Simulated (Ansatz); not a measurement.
Reaction (hydrogenolysis of the In–O bond): `[CH3][In]([OH])[Br]` + H₂ → `[CH3][InH][Br]` + H₂O

Isolated molecules relaxed with PBE0-D4/def2-TZVP in Ansatz; ΔE leaves out vibrations. CCSD(T)/CBS is the MP2 limit (def2-TZVPP, def2-QZVPP) plus CCSD(T) − MP2 in def2-TZVPP, frozen cores. This one scheme is used for every species. Functionals use def2-TZVPP. B3LYP here is the variant with VWN-RPA as its local correlation; programs differ in this. HSE06 is defined as in plane-wave codes. Elements past krypton have def2 core potentials. For Br, In outer-core shells are correlated without core-valence functions, which leaves a few kJ/mol of doubt a bond. Scalar relativity is left out up to krypton. Each species was taken in one conformer, which may not be the lowest.

```json
{"level": "PBE-D4", "ΔE (kcal/mol)": "4.6", "difference from CCSD(T)/CBS": "-0.2"}
{"level": "revPBE-D4", "ΔE (kcal/mol)": "5.3", "difference from CCSD(T)/CBS": "0.5"}
{"level": "BLYP-D4", "ΔE (kcal/mol)": "6.5", "difference from CCSD(T)/CBS": "1.7"}
{"level": "r2SCAN-D4", "ΔE (kcal/mol)": "5.1", "difference from CCSD(T)/CBS": "0.3"}
{"level": "B97M-V", "ΔE (kcal/mol)": "2.7", "difference from CCSD(T)/CBS": "-2.1"}
{"level": "PBE0-D4", "ΔE (kcal/mol)": "2.2", "difference from CCSD(T)/CBS": "-2.6"}
{"level": "B3LYP-D4", "ΔE (kcal/mol)": "4.2", "difference from CCSD(T)/CBS": "-0.6"}
{"level": "r2SCANh-D4", "ΔE (kcal/mol)": "4.1", "difference from CCSD(T)/CBS": "-0.7"}
{"level": "r2SCAN0-D4", "ΔE (kcal/mol)": "2.7", "difference from CCSD(T)/CBS": "-2.1"}
{"level": "HSE06-D4", "ΔE (kcal/mol)": "2.2", "difference from CCSD(T)/CBS": "-2.6"}
{"level": "BHLYP-D4", "ΔE (kcal/mol)": "2.3", "difference from CCSD(T)/CBS": "-2.5"}
{"level": "CAM-B3LYP-D4", "ΔE (kcal/mol)": "3.4", "difference from CCSD(T)/CBS": "-1.4"}
{"level": "ωB97X-V", "ΔE (kcal/mol)": "3.7", "difference from CCSD(T)/CBS": "-1.1"}
{"level": "ωB97M-V", "ΔE (kcal/mol)": "3.1", "difference from CCSD(T)/CBS": "-1.7"}
{"level": "B2PLYP", "ΔE (kcal/mol)": "4.6", "difference from CCSD(T)/CBS": "-0.2"}
{"level": "PBE-QIDH", "ΔE (kcal/mol)": "2.6", "difference from CCSD(T)/CBS": "-2.2"}
{"level": "PBE", "ΔE (kcal/mol)": "4.1", "difference from CCSD(T)/CBS": "-0.7"}
{"level": "revPBE", "ΔE (kcal/mol)": "4.2", "difference from CCSD(T)/CBS": "-0.6"}
{"level": "BLYP", "ΔE (kcal/mol)": "5.5", "difference from CCSD(T)/CBS": "0.7"}
{"level": "r2SCAN", "ΔE (kcal/mol)": "4.9", "difference from CCSD(T)/CBS": "0.1"}
{"level": "B3LYP", "ΔE (kcal/mol)": "3.4", "difference from CCSD(T)/CBS": "-1.4"}
{"level": "r2SCANh", "ΔE (kcal/mol)": "3.9", "difference from CCSD(T)/CBS": "-0.9"}
{"level": "r2SCAN0", "ΔE (kcal/mol)": "2.5", "difference from CCSD(T)/CBS": "-2.3"}
{"level": "BHLYP", "ΔE (kcal/mol)": "1.5", "difference from CCSD(T)/CBS": "-3.3"}
{"level": "LC-ωPBE", "ΔE (kcal/mol)": "2.4", "difference from CCSD(T)/CBS": "-2.4"}
{"level": "RPA@PBE/def2-TZVPP", "ΔE (kcal/mol)": "4.0", "difference from CCSD(T)/CBS": "-0.8"}
{"level": "HF/def2-SVP", "ΔE (kcal/mol)": "-2.5", "difference from CCSD(T)/CBS": "-7.3"}
{"level": "MP2/def2-SVP", "ΔE (kcal/mol)": "5.8", "difference from CCSD(T)/CBS": "1.0"}
{"level": "CCSD/def2-SVP", "ΔE (kcal/mol)": "2.6", "difference from CCSD(T)/CBS": "-2.2"}
{"level": "CCSD(T)/def2-SVP", "ΔE (kcal/mol)": "3.7", "difference from CCSD(T)/CBS": "-1.1"}
{"level": "HF/def2-TZVPP", "ΔE (kcal/mol)": "-0.7", "difference from CCSD(T)/CBS": "-5.5"}
{"level": "MP2/def2-TZVPP", "ΔE (kcal/mol)": "5.5", "difference from CCSD(T)/CBS": "0.7"}
{"level": "SCS-MP2/def2-TZVPP", "ΔE (kcal/mol)": "5.0", "difference from CCSD(T)/CBS": "0.2"}
{"level": "CCSD/def2-TZVPP", "ΔE (kcal/mol)": "2.3", "difference from CCSD(T)/CBS": "-2.5"}
{"level": "CCSD(T)/def2-TZVPP", "ΔE (kcal/mol)": "3.7", "difference from CCSD(T)/CBS": "-1.1"}
{"level": "HF/def2-QZVPP", "ΔE (kcal/mol)": "-0.6", "difference from CCSD(T)/CBS": "-5.4"}
{"level": "MP2/def2-QZVPP", "ΔE (kcal/mol)": "6.2", "difference from CCSD(T)/CBS": "1.4"}
{"level": "SCS-MP2/def2-QZVPP", "ΔE (kcal/mol)": "5.5", "difference from CCSD(T)/CBS": "0.7"}
{"level": "HF/CBS(def2)", "ΔE (kcal/mol)": "-0.6", "difference from CCSD(T)/CBS": "-5.4"}
{"level": "MP2/CBS(def2)", "ΔE (kcal/mol)": "6.6", "difference from CCSD(T)/CBS": "1.8"}
{"level": "CCSD(T)/CBS", "ΔE (kcal/mol)": "4.8", "difference from CCSD(T)/CBS": "0"}
```

Largest T1 diagnostic among the species: 0.013.

From r2SCAN to r2SCAN0 (25 % exact exchange), in def2-TZVPP and without D4, ΔE moves by −2.4 kcal/mol. At CCSD(T), def2-SVP lies −1.1 kcal/mol from the extrapolated value and def2-TZVPP −1.1 kcal/mol. The D4 term adds +0.9 kcal/mol with B3LYP and +0.5 kcal/mol with PBE0; it sums over pairs of atoms, weighted by their polarisabilities, and B3LYP, whose exchange is more repulsive, gets the larger term.
